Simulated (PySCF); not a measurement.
C₃H₃, charge -1, singlet, geometry from GFN2-xTB (in this run its highest filled SCF level lies above zero, so its values depend strongly on the basis, on diffuse functions most of all). Base run: SVWN5/pcseg-1 run with PySCF.

Input for PySCF:
```python
from pyscf import gto, scf, dft

mol = gto.M(
    atom='''
C    -0.000588   -0.067353    0.131452
C     0.012727    0.421654    1.286929
C    -0.009166   -0.235089   -1.200541
H     0.008172   -0.086694    2.252544
H     0.909339   -0.330062   -1.783745
H    -0.935345   -0.298514   -1.775838
''',
    basis='pcseg-1',
    charge=-1,
    spin=0,
    verbose=4,
)

mf = dft.RKS(mol)
mf.xc = 'lda,vwn'
mf.kernel()
mf.analyze()
```

The base run was repeated with changes; each row names its change, and settings that it needs were set with it.

| change | ΔE vs base (mEh) | grid points | electrons on the grid |
|---|---|---|---|
| base | 0.000 | 71784 | 22.00001 |
| grids.atom_grid = (150, 974) | 0.001 | 483840 | 22.00000 |
| grids.level = 0 | 36.536 | 5120 | 21.99222 |
| grids.level = 4 | 0.000 | 132952 | 22.00000 |
| grids.level = 5 | 0.001 | 199560 | 22.00000 |
| grids.atom_grid = (99, 590) | 0.001 | 193648 | 22.00000 |
| grids.prune = dft.gen_grid.treutler_prune | -0.004 | 61952 | 22.00001 |
| grids.level = 1 | 0.008 | 22960 | 21.99994 |
| grids.becke_scheme = stratmann | 0.000 | 71784 | 22.00001 |
| grids.prune = off | 0.000 | 113256 | 22.00001 |
| grids.atom_grid = (50, 194) | -0.002 | 39552 | 21.99997 |
